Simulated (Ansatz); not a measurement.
Single points on the cluster PtSe₂.

```yaml
crystal:
  periodic: [false, false, false]
  atoms:
    - {symbol: Pt, position_ang: [-0.771560, 0.486919, 1.041772]}
    - {symbol: Se, position_ang: [1.218500, 0.515652, -0.258901]}
    - {symbol: Se, position_ang: [-0.446940, -1.002571, -0.782870]}
basis:
  gaussian: {orbitals: def2-TZVP, initial_orbitals: start.molden}
hamiltonian: {xc: pbe, dispersion: d4}
scf: {omitted_lower_state_checks: [starts]}
output: {forces: true, orbitals: {seedname: orbitals}}
```

The file start.molden holds the orbitals of an earlier run on this structure, at another level or in another basis.

```sh
$ ansatz run in.yaml --threads 4 --pin off --events-out ev --progress --plain --max-ram 3916MiB
```

Output, abridged:

```
Functional definition: PBE
1170 factors; their error is unknown
mean field evaluation 1: about -133929.2148 eV, gradient 1.2e1 eV
mean field evaluation 2: about -133929.3392 eV, gradient 1.7e-1 eV
mean field evaluation 4: about -133929.2767 eV, gradient 2.0e-3 eV
mean field evaluation 8: about -133929.2767 eV, gradient 1.7e-5 eV
mean field -133929.27670044 eV, -4921.8101382168 hartree, gradient 2.8e-5 eV, S^2 0.000000; 0 other end points of the search recorded, 0 dependent functions left out
reference -133929.27673260 eV, -4921.8101393987 hartree; 43, 43 occupied and 93, 93 virtual orbitals, 1170 factors
Total energy: -133929.41557726 eV, -4921.8152418458 hartree
Atom 0 at    -0.771560     0.486919     1.041772 Å, force    -0.200855     0.126371     0.270782 eV/Å
Atom 1 at     1.218500     0.515652    -0.258901 Å, force     0.548456     0.344972     0.005276 eV/Å
Atom 2 at    -0.446940    -1.002571    -0.782870 Å, force    -0.347601    -0.471343    -0.276058 eV/Å
Dipole moment:    -0.239427     0.151095     0.323274 e Å
Checks for a lower state left out: starts
```

Hardware: 4 threads of Arm Neoverse V2 on a shared host. Wall time 1.6 s.

The first input with `gaussian: {orbitals: def2-TZVPP, initial_orbitals: start.molden}`, `correlation: {method: ccsd_t}`, `output: {orbitals: {seedname: orbitals}}` and without the key `hamiltonian` (abridged; 35 s):

```
Functional definition: HF
mean field evaluation 16: about -133809.5329 eV, gradient 4.9e1 eV
mean field evaluation 32: about -133820.0050 eV, gradient 1.5e-2 eV
mean field evaluation 64: about -133826.4871 eV, gradient 1.3e0 eV
mean field evaluation 96: about -133825.0908 eV, gradient 7.8e0 eV
mean field -133828.86550419 eV, -4918.1200948157 hartree, gradient 3.2e-6 eV, S^2 0.000000; 1 other end points of the search recorded, 0 dependent functions left out; unrestricted orbitals would lower it
determinant -133828.86550419 eV, -4918.1200948157 hartree, with singles and doubles -133858.66280858 eV, -4919.2151255550 hartree
determinant -133826.52247234 eV, -4918.0339899834 hartree, with singles and doubles -133857.12152931 eV, -4919.1584845863 hartree
18 core orbitals not correlated: weight in the atoms' cores, before any rotation towards them, 1.000 or more for the frozen orbitals, at most 0.000 for the correlated occupied ones
second order -31.32818783 eV of doubles, -0.00000000 eV of singles
cycle   1  -29.80967973 eV  change   -1.2e-2 eV  update   5.1e-3
cycle   2  -29.80871894 eV  change    9.6e-4 eV  update   4.0e-3
cycle   3  -29.80824531 eV  change    4.7e-4 eV  update   2.7e-3
cycle   4  -29.81273086 eV  change   -4.5e-3 eV  update   7.4e-4
cycle   5  -29.81312111 eV  change   -3.9e-4 eV  update   4.0e-4
cycle   6  -29.81254298 eV  change    5.8e-4 eV  update   1.6e-4
cycle   7  -29.81301192 eV  change   -4.7e-4 eV  update   1.2e-4
cycle   8  -29.81285292 eV  change    1.6e-4 eV  update   5.6e-5
cycle   9  -29.81275411 eV  change    9.9e-5 eV  update   2.7e-5
cycle  10  -29.81280367 eV  change   -5.0e-5 eV  update   9.7e-6
perturbative correction -1.43390817 eV, -0.0526951534 hartree
Total energy: -133860.11221603 eV, -4919.2683902961 hartree
Checks for a lower state left out: starts
```

The first input with `hamiltonian: {xc: pbe0, dispersion: d4}`, `output: {orbitals: {seedname: orbitals}}` (abridged; 2 s):

```
Functional definition: PBE0
mean field -133931.70481529 eV, -4921.8993697918 hartree, gradient 1.2e-5 eV, S^2 0.000000
Total energy: -133931.82153593 eV, -4921.9036591961 hartree
Checks for a lower state left out: starts
```

The first input with `hamiltonian: {xc: r2scan, dispersion: d4}`, `output: {orbitals: {seedname: orbitals}}` (abridged; 3 s):

```
Functional definition: r2SCAN
mean field -133948.14820074 eV, -4922.5036530615 hartree, gradient 1.2e-5 eV, S^2 0.000000
Total energy: -133948.17228439 eV, -4922.5045381193 hartree
Checks for a lower state left out: starts
```

First input, but with `hamiltonian: {xc: {name: B3LYP}, dispersion: d4}`, `output: {orbitals: {seedname: orbitals}}` (abridged; 1.9 s):

```
Functional definition: B3LYP
mean field -133950.26571929 eV, -4922.5814704329 hartree, gradient 1.6e-5 eV, S^2 0.000000
Total energy: -133950.50030984 eV, -4922.5900914766 hartree
Checks for a lower state left out: starts
```

As the first input, with `hamiltonian: {xc: lda}`, `output: {orbitals: {seedname: orbitals}}` (abridged; 0.8 s):

```
Functional definition: SPW92
mean field -133757.11020905 eV, -4915.4831363568 hartree, gradient 1.3e-5 eV, S^2 0.000000
Total energy: -133757.11023951 eV, -4915.4831374763 hartree
Checks for a lower state left out: starts
```

Geometry: PBE0-D4/def2-TZVP.

In the def2 sets Pt takes a core potential; there is no spin–orbit coupling. B3LYP takes the VWN-RPA correlation. Correlated methods freeze 18 core orbitals; core or outer-core shells of Pt, Se are correlated, in sets that lack core-valence functions. The restricted singlet is unstable towards broken spin symmetry in Hartree–Fock (as tested in another run); at PBE-D4/def2-TZVP, PBE0-D4/def2-TZVP, r2SCAN-D4/def2-TZVP, B3LYP-D4/def2-TZVP and others this wasn't settled. At PBE-D4/def2-TZVP, LDA (SPW92)/def2-TZVP an occupied level of the charge 0 singlet lies above an empty one (by up to 0.17 eV), so this SCF solution is probably not the lowest. At CCSD(T)/def2-TZVPP the restricted singlet (for correlated methods, its reference) is unstable: a solution with broken spin symmetry lies lower. No other spin state of charge 0 was run. The geometry of the singlet was relaxed on an unsound state (restricted singlet whose occupied levels cross empty ones at other levels, untested at these). Another isomer (singlet) lies 0.70 eV lower at PBE-D4/def2-TZVP; other spin states weren't run for this one.
